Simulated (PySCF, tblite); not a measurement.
Isomers of C7H7N3, one GFN2-xTB conformer each. Single-point energies are computed at PBE0/pcSseg-1 (PySCF, gas phase, no added dispersion term), electronic only.

```csv
SMILES,GFN2-xTB relative energy (kJ/mol)
Cc1cccc2cnnn12,0.0
C#CCn1ncc(C=C)n1,259.1
N#Cc1ccnn1C1CC1,128.7
```

Conformers: `[CH:1]#[C:2][CH2:3][n:4]1[n:5][cH:6][c:7]([CH:8]=[CH2:9])[n:10]1` with C2–C3–N4–N5 89°, C6–C7–C8–C9 2°; `[N:1]#[C:2][c:3]1[cH:4][cH:5][n:6][n:7]1[CH:8]1[CH2:9][CH2:10]1` with N6–N7–C8–C9 34°.

What does PBE0/pcSseg-1 give for the same structures?

| SMILES | PBE0/pcSseg-1 E (Eh) | PBE0/pcSseg-1 (kJ/mol) | GFN2-xTB (kJ/mol) | point group |
| --- | --- | --- | --- | --- |
| Cc1cccc2cnnn12 | -434.62314 | 0.0 | 0.0 | Cs |
| N#Cc1ccnn1C1CC1 | -434.58642 | 96.4 | 128.7 | Cs |
| C#CCn1ncc(C=C)n1 | -434.52265 | 263.8 | 259.1 | C1 |

Both levels put the same isomer lowest; measured from each level's own lowest isomer, the values differ by up to 32.3 kJ/mol (N#Cc1ccnn1C1CC1: 128.7 against 96.4). As drawn, the highest has a C≡C bond and a C=C bond outside aromatic rings, which the lowest lacks.

Which frontier levels, dipoles and rotational constants go with these structures?

```json
{"SMILES": "Cc1cccc2cnnn12", "HOMO (eV, PBE0/pcSseg-1)": "-6.45", "LUMO (eV)": "-1.26", "dipole (D)": "4.48", "A, B, C (MHz)": "2237, 1652, 955.9"}
{"SMILES": "N#Cc1ccnn1C1CC1", "HOMO (eV, PBE0/pcSseg-1)": "-7.52", "LUMO (eV)": "-1.23", "dipole (D)": "2.53", "A, B, C (MHz)": "1994, 1295, 836.6"}
{"SMILES": "C#CCn1ncc(C=C)n1", "HOMO (eV, PBE0/pcSseg-1)": "-6.92", "LUMO (eV)": "-0.79", "dipole (D)": "0.22", "A, B, C (MHz)": "3859, 722.2, 683.6"}
```

What happens when harmonic zero-point energies from GFN2-xTB frequencies are added?

| SMILES | ZPE (kJ/mol) | electronic (kJ/mol) | with ZPE (kJ/mol) |
| --- | --- | --- | --- |
| Cc1cccc2cnnn12 | 341.0 | 0.0 | 0.0 |
| N#Cc1ccnn1C1CC1 | 339.0 | 96.4 | 94.4 |
| C#CCn1ncc(C=C)n1 | 330.4 | 263.8 | 253.2 |

The zero-point energies span 10.6 kJ/mol. The order is unchanged.
